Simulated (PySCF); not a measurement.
C₂H₄Cl₂Si. Atoms are numbered in the order given.

```xyz
9

Si    -0.0481    -0.3921     0.0000
Cl     1.0619     0.1097     1.6775
Cl     1.0619     0.1097    -1.6775
C     -1.6467     0.5412     0.0000
C     -2.8286    -0.0904     0.0000
H     -0.2798    -1.8545     0.0000
H     -1.6203     1.6380     0.0000
H     -2.9008    -1.1842     0.0000
H     -3.7798     0.4531     0.0000
```

Coordinates come from a B3LYP-D3(BJ)/def2-SVP optimisation. One conformer was computed; it need not be the lowest.

All values below come from PySCF with ωB97X/def2-TZVP.

Atomic charges (e):

```json
[
 {"atom": "Si1", "Löwdin": "-0.30", "meta-Löwdin": "0.89"},
 {"atom": "Cl2", "Löwdin": "0.22", "meta-Löwdin": "-0.30"},
 {"atom": "Cl3", "Löwdin": "0.22", "meta-Löwdin": "-0.30"},
 {"atom": "C4", "Löwdin": "-0.32", "meta-Löwdin": "-0.37"},
 {"atom": "C5", "Löwdin": "-0.18", "meta-Löwdin": "-0.19"},
 {"atom": "H6", "Löwdin": "-0.03", "meta-Löwdin": "-0.10"},
 {"atom": "H7", "Löwdin": "0.15", "meta-Löwdin": "0.13"},
 {"atom": "H8", "Löwdin": "0.13", "meta-Löwdin": "0.12"},
 {"atom": "H9", "Löwdin": "0.13", "meta-Löwdin": "0.13"}
]
```

Question: Give the Mayer and Wiberg (Löwdin basis) orders of the bonds. (Estimate from the structure and the level; the computed values follow.)

Answer: 
```
bond     Mayer  Wiberg
-------  -----  ------
Si1–Cl2   1.18    1.80
Si1–Cl3   1.18    1.80
Si1–C4    1.00    1.15
C4–C5     1.88    2.20
Si1–H6    0.95    0.92
C4–H7     0.93    0.84
C5–H8     0.97    0.89
C5–H9     0.96    0.89
```
